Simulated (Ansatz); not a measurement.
Basis-set extrapolation for CH3AlFNO (PBE0-D4/def2-TZVP geometry, frozen core, the Gaussian-basis code of Ansatz). Multiplicity 1, RHF reference.

```csv
,def2-TZVPP,def2-QZVPP
HF,-510.494214,-510.514371
MP2 correlation,-0.913981,-0.988132
CCSD(T) correlation,-0.969027,not run
```

Energies in hartree. Use E(X) = E(∞) + A·exp(−7.88·√X) for Hartree–Fock and E(X) = E(∞) + B·X^(−2.97) for correlation, with X = 3 and 4, and add CCSD(T) minus MP2 of the smaller set to the MP2 limit.

Problem. What is the CCSD(T) energy at the basis-set limit?

Solution. HF limit: -510.514371 + (-0.020157) × 0.13774 = -510.51715. MP2 limit: -0.988132 + (-0.074151) × 0.74074 = -1.04306. Higher-order term: -0.969027 − (-0.913981) = -0.05505. Total: -511.61526 hartree, 4.14 eV below CCSD(T)/def2-TZVPP.
